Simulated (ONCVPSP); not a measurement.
# Transferability test, ONCV potential for Sr (Z = 38)

- Element: Sr
- Generator: ONCVPSP 4.0.1
- Type: optimised norm-conserving Vanderbilt (ONCV)
- Functional: PBEsol
- Relativity: scalar-relativistic
- Frozen core: [Ar] 3d10
- Valence charge: 10
- Reference configuration: 4s2 4p6 5s1.75 5p0.25
- Partial waves: 4s+5s: rc 2.20 bohr, ncon 3, nbas 6, qcut 4.6 1/bohr, 3 projectors, debl 0.8 Ha; 4p+5p: rc 2.60 bohr, ncon 3, nbas 7, qcut 5.6 1/bohr, 2 projectors; d scattering state at 0.23 Ha: rc 2.60 bohr, ncon 4, nbas 7, qcut 4.1 1/bohr, 2 projectors, debl 2.4 Ha
- Local potential: polynomial inside 1.65 bohr (lpopt 3, dvloc0 0 Ha)
- Core correction: Teter function, fcfact 4, rcfact 1.75

In the d channel the program set the typed energies aside and used 0.050, 2.450 Ha.

Energies are relative to the spin-unpolarised reference configuration 4s2 4p6 5s1.75 5p0.25; without spin polarisation the order of configurations can differ from experiment.

(1) Give the all-electron excitation energy and the error of the potential for: 4s2 4p6 5s2 5p0; 4s2 4p6 5s1 5p0; 4s2 4p6 5s0 5p0; 4s2 4p6 4d1 5s1 5p0.

Answers

(1)

| valence configuration | charge | ΔE all-electron (eV) | error AE − PS (meV) |
| --- | --- | --- | --- |
| 4s2 4p6 5s2 5p0 | 0 | -0.570 | 0.0 |
| 4s2 4p6 5s1 5p0 | +1 | 5.326 | -0.6 |
| 4s2 4p6 5s0 5p0 | +2 | 16.221 | -5.0 |
| 4s2 4p6 4d1 5s1 5p0 | 0 | 1.763 | -5.8 |
